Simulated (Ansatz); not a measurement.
Species: CHO$_{2}$, SMILES `[C](O)=O` (O–C–O–H torsion 0°) (charge 0, multiplicity 2), formula CHO$_{2}$.

### Question
How many basis functions does frozen-core CCSD(T)/cc-pVTZ // PBE-D3(BJ)/def2-TZVP in Ansatz (a first-principles code) use, how many core orbitals are frozen, and how many electrons are correlated?

### Answer
104 basis functions and 3 frozen orbitals, which leaves 17 correlated electrons. Core time is of the order of seconds.
